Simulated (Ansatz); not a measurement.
## HF ··· BCl₃

The pair of HF (SMILES F, atoms 1–2) and BCl₃ (SMILES ClB(Cl)Cl, atoms 3–6), both closed shells, in one local arrangement (a lower one may exist), relaxed at PBE0-D4/def2-TZVP:

F1  (-0.569, -0.819, -1.831)
H2  (0.310, -0.536, -1.847)
Cl3  (1.599, 0.569, 0.128)
B4  (0.049, 0.332, 0.916)
Cl5  (-0.248, -1.133, 1.787)
Cl6  (-1.141, 1.587, 0.848)
(Å)

Ansatz 0.2.0; basis: def2-TZVPPD, with def2-QZVPPD for the basis limit; cores frozen in the correlated methods. B3LYP uses VWN-RPA correlation. Extrapolation: Hartree–Fock as exp(−7.88 √X), correlation as X^−2.97. Interaction energies count from these two fragments, frozen as in the pair, with the counterpoise correction; negative means bound.

Question: What is the interaction energy by CCSD(T) at an estimated basis limit (MP2 extrapolated from triple and quadruple zeta, plus CCSD(T) − MP2 in triple zeta)? (An estimate is asked for; the value comes from the calculation.)

Answer: Computed: -1.85 kcal/mol. Hartree–Fock alone gives 0.02 kcal/mol at the basis limit, so without correlation the pair would not bind at this distance. It counts from the two fragments frozen as in the pair.

The same quantity by other methods in triple zeta, and each one's difference from that estimate:
| method | E_int (kcal/mol) | difference |
| --- | --- | --- |
| PBE-D4 | -2.01 | -0.16 |
| revPBE-D4 | -1.55 | 0.31 |
| BLYP-D4 | -1.64 | 0.22 |
| r2SCAN-D4 | -2.36 | -0.50 |
| B97M-V | -2.20 | -0.35 |
| PBE0-D4 | -1.91 | -0.06 |
| B3LYP-D4 | -1.82 | 0.03 |
| HSE06-D4 | -1.89 | -0.03 |
| wB97X-V | -2.08 | -0.22 |
| wB97M-V | -2.11 | -0.26 |
| B2PLYP | -0.97 | 0.89 |
| HF | 0.06 | 1.92 |
| MP2 | -1.45 | 0.40 |
| CCSD | -1.18 | 0.68 |
| CCSD(T) | -1.43 | 0.43 |
Differences are method less estimate.

Question: Which atoms make the shortest contact between the fragments?

Answer: H2 and Cl3, 2.61 Å apart.

Basis-set superposition shift (counterpoise-corrected less uncorrected): CCSD(T) 0.69; MP2 0.66; HF 0.12; PBE0-D4 0.13; wB97M-V 0.10 kcal/mol.

T1 diagnostic: at most 0.012.

For scale, one of the runs: CCSD(T)/def2-TZVPPD, 247 basis functions, launched by `ansatz run in.yaml --threads 4 --pin off --events-out ev --progress --plain --max-ram 9574MiB`. Hardware: 4 CPU threads of an Arm Neoverse V1, shared host. Wall time 2.8 min; peak host memory 4.8 GiB.
